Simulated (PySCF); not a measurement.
Cl5Sb, SMILES [Cl][Sb]([Cl])([Cl])([Cl])[Cl] (connectivity only; charge and spin as stated), charge -1, multiplicity 2.

Geometry: B3LYP-D3(BJ)/def2-SVPD. The multiplicity is an assumed one; other spin states were not compared. The isomer is the one that the SMILES or the coordinates give; other isomers of the formula were not compared. The def2 effective core potentials stand for the cores of Sb; spin–orbit coupling is left out.

These are CAM-B3LYP/def2-SVPD (PySCF) values and carry that method's errors.

Gas-phase values at a fixed geometry.

- total energy = -2540.86339 hartree
- point group = C4v
- α spin, highest occupied and lowest empty level = -4.60 and 2.22 eV
- β spin, highest occupied and lowest empty level = -5.96 and -0.70 eV
- dipole moment about the centre of nuclear charge = 0.05 D
- mean static polarisability = 146.1 bohr³ (21.64 Å³)
- polarisability, principal values = 117.5, 160.3, 160.3 bohr³
- ⟨S²⟩ = 0.760 (pure state 0.75)
